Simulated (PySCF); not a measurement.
## Excitation energy of Ga⁺ by level of theory

Ga⁺ [Ar] 3d10 4s2 (1S) → Ga⁺ [Ar] 3d9 4s2 4p1 (high-spin determinant), as a difference of total energies. Computed with PySCF 2.14 in ANO-RCC-VTZP, with the spin-free X2C one-electron Hamiltonian (Gaussian nucleus). Correlated levels: valence and next inner shell: [Ne] frozen. The calculations carry no spin-orbit coupling.

```tsv
method	excitation energy (eV)
UHF	19.108
LDA	21.344
PBE	20.847
PBE0	20.563
r2SCAN	20.570
r2SCAN0	20.367
B97-3	20.760
PBEsol	20.995
wB97X-V	20.656
MP2 (valence and next inner shell)	21.554
SCS-MP2 (valence and next inner shell)	21.221
```

Task: How much does correlation contribute at MP2 (valence and next inner shell)?

Result: 21.554 − (19.108) = 2.446 eV, measured against UHF.

A first-order spin-orbit estimate (lowest level to lowest level, LS coupling) adds -0.117 eV.

The upper state lies above the first ionisation limit, where it may autoionise and the basis confines it.

The basis was made for the ground configuration and has no added diffuse functions, so the excitation energy can come out too high.

The determinant of the upper state mixes LS terms, which raises its energy above the lowest term, most at the Hartree-Fock and MP2 levels.
